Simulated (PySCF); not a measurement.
**Vibration and rotation of DyCl**

LDA constants of DyCl, sextet, about 10.0 electrons in the 4f shell (Mulliken), real f orbitals that mix terms (PySCF, spin-free X2C with a Gaussian nucleus, basis sets Dy x2c-SVPall, Cl x2c-SVPall; masses 163.9292 and 34.9689 u):

```
ωe                       : 319.7 cm⁻¹
ωexe                     : 0.866 cm⁻¹
Be                       : 0.096853 cm⁻¹
αe                       : 0.000373 cm⁻¹
De to Dy (4f10 6s2) + Cl : 4.84 eV
```

Task: What force constant and bond length do these constants imply?

Result: Reduced mass μred = 28.821 u; k = 5.8918×10⁻⁷·μred·ωe² (u, cm⁻¹, mdyn/Å) = 1.74 mdyn/Å; Re = √(16.8576/(μred·Be)) (u, cm⁻¹, Å) = 2.457 Å.

Task: Estimate the centrifugal constant D from the Kratzer relation and find the Dunham coefficient a1.

Result: D = 4Be³/ωe² = 3.56e-08 cm⁻¹; a1 = −1 − αeωe/(6Be²) = -3.12.

These are scalar-relativistic numbers at best; spin–orbit coupling would shift them, the dissociation energy most. Counting both spins, an empty level lies below a filled one in this solution, because spin and occupation are held. The state is the lowest single determinant that the PBE0 search found; with open d or f shells the true ground state can be another one.
